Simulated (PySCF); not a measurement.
# Electron correlation in Cr (chromium, neutral)

[Ar] 3d5 4s1, high-spin 7S determinant. All numbers are calculated (PySCF 2.14, scalar relativity by spin-free X2C-1e, in ANO-RCC-VTZP). Frozen: [Ar]; 6 electrons correlated.

| level | correlation energy (mhartree) |
| --- | --- |
| CCSD | -102.09 |
| (T) | -2.78 |
| CCSD(T) | -104.87 |

Diagnostics: T1 = 0.015, D1 = 0.0331, largest double amplitude 0.039.

Task: Is a single reference adequate?

Result: Yes: T1 lies below 0.03 and no double amplitude reaches 0.07.
